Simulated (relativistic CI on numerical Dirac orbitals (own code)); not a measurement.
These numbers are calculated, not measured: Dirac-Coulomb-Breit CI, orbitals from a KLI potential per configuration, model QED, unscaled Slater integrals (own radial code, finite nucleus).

The strongest absorption lines from the ground level of an ion, among the configurations computed and to levels below about 671 eV (vacuum wavelength in nm, gf): 2.5764 (0.14), 2.5839 (0.021), 3.2431 (0.0054), 3.3043 (0.0019), 3.5398 (0.33), 3.5593 (0.13), 21.816 (0.7), 32.769 (0.007).

(1) Which ion is it?
A. Zn18+
B. Ge20+
C. Fe14+
D. Ni16+

## Answers

(1) A. Zn18+ has 12 electrons and the ground level 3s2 1S_0; the strongest line goes to 3s 3p 1P°_1. The pattern of lines fixes the number of electrons, and along that sequence the line energies rise steadily with the charge (about as its square where n changes within one kind of shell, about linearly where n is kept but much faster in heavy ions where fine structure, which grows about as Z⁴, sets the gap, and irregularly where shells cross), which fixes Z. Configurations outside the model, such as inner-shell arrays, can give stronger lines. At this charge energies of transitions that change n are usually good to better than 1 %, and those within a shell (Δn = 0) to a few per cent.

LS names give the leading component of a level, which can be under half, so a name can repeat, a term be missing and a line seem to break the LS rules.
